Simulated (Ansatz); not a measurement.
`F[SiH2][InH2]` + BH₃ → `B[SiH2][InH2]` + H–F at 500 K and 1 bar (formal exchange of groups at the Si–F bond).

Gas-phase electronic energies from Ansatz, PBE0-D4/def2-TZVP geometries. CCSD(T)/CBS is the MP2 limit (def2-TZVPP, def2-QZVPP) plus CCSD(T) − MP2 in def2-TZVPP, frozen cores. This one scheme is used for every species. Elements past krypton have def2 core potentials. For In outer-core shells are correlated without core-valence functions, which leaves a few kJ/mol of doubt a bond.

```
        species  CCSD(T)/CBS energy (Eh)  H − E (kJ/mol)  S (J/(mol·K))
`F[SiH2][InH2]`               -581.11562           120.8          387.6
            BH₃                -26.55200            86.8          208.8
`B[SiH2][InH2]`               -507.23462           173.7          407.3
            H–F               -100.39570            39.4          188.7
```

H − E and S are ideal-gas, rigid-rotor, harmonic terms from PBE0-D4/def2-TZVP. 1 Eh = 2625.50 kJ/mol, R = 8.31446 J/(mol·K).

**Question.** By hand: ΔE, ΔH, ΔS and ΔG.

**Answer.** ΔE = (-507.23462) + (-100.39570) − (-581.11562) − (-26.55200) = 0.03730 Eh = 97.9 kJ/mol. Δ(H − E) = 173.7 + 39.4 − 120.8 − 86.8 = 5.5, so ΔH = 103.4 kJ/mol. ΔS = 407.3 + 188.7 − 387.6 − 208.8 = -0.4 J/(mol·K). ΔG = 103.4 − 500 × (-0.4)/1000 = 103.6 kJ/mol.

**Question.** By hand: the equilibrium constant, and the temperature at which ΔG would vanish if ΔH and ΔS stayed fixed.

**Answer.** log₁₀ K = −ΔG/(RT ln 10) = -10.8. ΔH and −TΔS have one sign here, so there is no such temperature.

The number of gas molecules stays the same, so ΔS is small and ΔH decides. A doubt of 5 kJ/mol in ΔE shifts log₁₀ K by 0.5 here. These are equilibria of isolated gas molecules and say nothing of rates. Largest T1 diagnostic: 0.015 (customary marks: 0.02 for closed shells, 0.045 for open ones).

ΔS is within the doubt of such terms, so its sign, and with it that verdict, could turn.
